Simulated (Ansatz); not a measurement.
## Ansatz (development build ahead of 0.2.0) run

```yaml
crystal:
  periodic: [false, false, false]
  atoms:
    - { symbol: Be, position_ang: [0.0, 0.0, 0.0] }
    - { symbol: Al, position_ang: [0.0, 0.0, 3.1443] }
basis:
  gaussian: { orbitals: pcseg-2 }
magnetization:
  initial_magnetization: 1
hamiltonian:
  xc: r2scan
```

The input is written out in the form of the current development build from the run's settings.

Results

```yaml
Converged: yes
Total_energy: -256.99490 hartree
Spin_squared_of_the_determinant: 0.750
Stability_test: minimum among restricted orbitals
```
